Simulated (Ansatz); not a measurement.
Consider the redistribution: `[F][In]([Cl])[O][SiH3]` + `[OH][GeH]([F])[SH]` → `[SiH3][O][In]([SH])[Cl]` + `[OH][GeH]([F])[F]`.

Program: Ansatz. Geometries: PBE0-D4/def2-TZVP. ΔE: electronic, gas phase. CBS: MP2 limit from def2 TZ/QZ plus the TZ coupled-cluster correction, frozen cores. DFT in def2-TZVPP. Elements past krypton have def2 core potentials. For Ge, In outer-core shells are correlated without core-valence functions, which leaves a few kJ/mol of doubt a bond. Scalar relativity is left out up to krypton. One conformer a species, not always the lowest.

`[F][In]([Cl])[O][SiH3]`:

```xyz
8

F     0.464    1.688    2.113
In   -0.844    1.438    0.713
Cl   -2.640    2.835    0.571
O    -0.516   -0.038   -0.512
Si    0.624   -1.207   -0.676
H     0.718   -2.038    0.556
H     1.962   -0.612   -0.944
H     0.232   -2.067   -1.820
```

`[OH][GeH]([F])[SH]`:

Z-matrix (Å, degrees):
```
Ge
F 1 1.732
S 1 2.203 2 102.5
O 1 1.757 2 108.8 3 119.2
H 1 1.526 2 108.9 3 -125.1
H 3 1.345 1 92.4 2 176.5
H 4 0.961 1 112.8 2 -68.5
```

`[SiH3][O][In]([SH])[Cl]`:

```xyz
9

Si   -1.032   -0.026    1.516
O    -0.534    0.022   -0.040
In    1.168   -0.008   -1.016
S     1.126    0.119   -3.361
Cl    3.085   -0.170    0.255
H    -1.685    1.261    1.879
H    -2.017   -1.127    1.689
H     0.107   -0.257    2.449
H    -0.218    0.187   -3.370
```

`[OH][GeH]([F])[F]`:

```xyz
6

O     0.240    1.304   -0.429
Ge    0.139   -0.285    0.276
F     0.300   -1.469   -0.962
F    -1.453   -0.542    0.874
H    -0.405    1.465   -1.124
H     1.179   -0.474    1.364
```

```csv
species,B2PLYP energy (Eh)
`[F][In]([Cl])[O][SiH3]`,-1116.37301
`[OH][GeH]([F])[SH]`,-2651.66307
`[SiH3][O][In]([SH])[Cl]`,-1415.22584
`[OH][GeH]([F])[F]`,-2352.83710
```

Question: Work out ΔE.

Answer: ΔE = (-1415.22584) + (-2352.83710) − (-1116.37301) − (-2651.66307) = -0.02686 Eh = -16.9 kcal/mol. CCSD(T)/CBS gives -16.6 kcal/mol.

Largest T1 diagnostic among the species: 0.015.

From PBE to PBE0 (25 % exact exchange), in def2-TZVPP and without D4, ΔE moves by −1.6 kcal/mol.
